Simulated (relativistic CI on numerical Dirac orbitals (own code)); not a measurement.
**Hyperfine structure of Gd XXXVI, mass number 157**

Method of calculation: Dirac-Coulomb-Breit CI, orbitals from a KLI potential per configuration, QED by a radiative potential, unscaled Slater integrals (own radial code, finite nucleus).

Configuration list (outside the closed core [Ar]): 3d10 4s, 3d10 4p, 3d10 4d, 3d10 4f, 3d10 5s, 3d10 5p, 3d10 5d, 3d10 5f, 3d10 5g, 3d9 4p2, 3d10 6s, 3d10 6p, 3d10 6d, 3d8 4s 4p2, 3d9 4s2, 3d9 4p 4d. Levels of other configurations are missing.

Nuclear spin I = 3/2, μ = -0.3398 μN, Q = 1.35 b (tables of Stone and Pyykkö). The electronic factors are computed for point nuclear moments, without core polarisation or the Bohr-Weisskopf and QED corrections.

```json
{"Level": "3d10 4s 2S_1/2", "E (Ry)": "0.0000", "A (GHz)": "-185.5", "B (GHz)": ""}
{"Level": "3d10 4p 2P°_1/2", "E (Ry)": "5.4649", "A (GHz)": "-57.27", "B (GHz)": ""}
{"Level": "3d10 4p 2P°_3/2", "E (Ry)": "8.8910", "A (GHz)": "-7.661", "B (GHz)": "90.5"}
{"Level": "3d10 4d 2D_3/2", "E (Ry)": "17.5652", "A (GHz)": "-3.773", "B (GHz)": "15"}
{"Level": "3d10 4d 2D_5/2", "E (Ry)": "18.2808", "A (GHz)": "-1.532", "B (GHz)": "19.1"}
{"Level": "3d10 4f 2F°_5/2", "E (Ry)": "27.5818", "A (GHz)": "-0.7511", "B (GHz)": "4.65"}
{"Level": "3d10 4f 2F°_7/2", "E (Ry)": "27.7290", "A (GHz)": "-0.4117", "B (GHz)": "5.31"}
{"Level": "3d10 5s 2S_1/2", "E (Ry)": "45.7084", "A (GHz)": "-85.7", "B (GHz)": ""}
```

Levels with J = 0, under 50 % of one LS term, or S terms without an open s electron are left out. Small factors come from cancelling terms and can be off by tens of per cent or more.

At this charge energies of transitions that change n are usually good to better than 1 %, and those within a shell (Δn = 0) to a few per cent.

**Question.** Give the hyperfine levels of 3d10 4s 2S_1/2 relative to its centre of gravity.

**Answer.** With K = F(F + 1) − I(I + 1) − J(J + 1), E = AK/2: F = 1: 231.9, F = 2: -139.1 GHz.

LS names give the leading component of a level, which can be under half, so a name can repeat, a term be missing and a line seem to break the LS rules.
